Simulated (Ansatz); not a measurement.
C2H6S, charge +1, doublet, geometry from GFN2-xTB (a state made from the parent by changing its charge; the spin is typed, not shown lowest). Base run: R2SCAN/STO-3G in Ansatz (a program for electronic structure).

Input for Ansatz:
Ansatz 0.2 input:
```yaml
crystal:
  periodic: [false, false, false]
  atoms:
    - {symbol: C, position_ang: [-1.43904182, 0.84595927, -0.02512524]}
    - {symbol: C, position_ang: [-0.62941912, -0.39779366, -0.25262934]}
    - {symbol: S, position_ang: [1.12093642, -0.32276953, 0.12537437]}
    - {symbol: H, position_ang: [-2.47668716, 0.65734324, -0.29457637]}
    - {symbol: H, position_ang: [-1.08365230, 1.68105082, -0.62984764]}
    - {symbol: H, position_ang: [-1.41735694, 1.16234491, 1.01832992]}
    - {symbol: H, position_ang: [-1.02183050, -1.25009889, 0.32381392]}
    - {symbol: H, position_ang: [-0.69358380, -0.73987672, -1.29740673]}
    - {symbol: H, position_ang: [1.16889363, 0.96455548, 0.54022447]}
basis:
  gaussian:
    orbitals: STO-3G
hamiltonian:
  xc: r2scan
total_charge: 1
magnetization: {spin_polarized: true, initial_magnetization: 1}
```

Each row names what was changed in the base input (with any setting that the change needs).

| change | basis functions | E (Eh) |
|---|---|---|
| base | 25 | -472.33715 |
| basis = def2-SV(P) | 58 | -477.39204 |
| basis = def2-SVP | 76 | -477.41224 |
| basis = cc-pVDZ | 76 | -477.60084 |
| basis = pcseg-1 | 76 | -477.55649 |
| basis = 6-31G** | 79 | -477.58429 |
| basis = def2-SVPD | 115 | -477.42196 |
| basis = 6-311++G** | 117 | -477.62701 |
| basis = aug-pcseg-1 | 127 | -477.56340 |
| basis = def2-TZVP | 135 | -477.64064 |
| basis = pc-2 | 178 | -477.65023 |
| basis = pcseg-2 | 178 | -477.64711 |
| basis = cc-pVTZ | 178 | -477.64538 |

Totals compare only among sets that treat the same electrons; sets with core potentials leave the core out.
